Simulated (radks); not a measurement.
Results of a calculation; reference values are marked as such.
Problem. Pm IV, configuration [Xe] 4f4. Code: a radial shooting solver on a logarithmic mesh with Libxc functionals. Model: scalar-relativistic Kohn-Sham, BLYP, spin-unpolarised, spherical densities, finite nucleus; Fermi nuclear charge, rms radius 4.962 fm. Some entries of the table are withheld. Estimate them.

orbital,occ.,eigenvalue (eV),<r^2> (bohr^2)
1s,2,-45053.85,0.0007317
2s,2,-7351.396,0.01156
2p,6,-6569.102,0.009260
3s,2,-1627.721,0.07757
3p,6,-1382.061,0.07763
3d,10,-1045.061,0.06568
4s,2,-348.2830,0.3955
4p,6,(1),0.4462
4d,10,(2),(3)
5s,2,-69.0748,2.214
5p,6,-48.8339,2.947
4f,4,(4),1.134

Solution. 
(1) 4p eigenvalue (eV): -267.5102
(2) 4d eigenvalue (eV): -153.3590
(3) 4d <r^2> (bohr^2): 0.5440
(4) 4f eigenvalue (eV): -31.4746
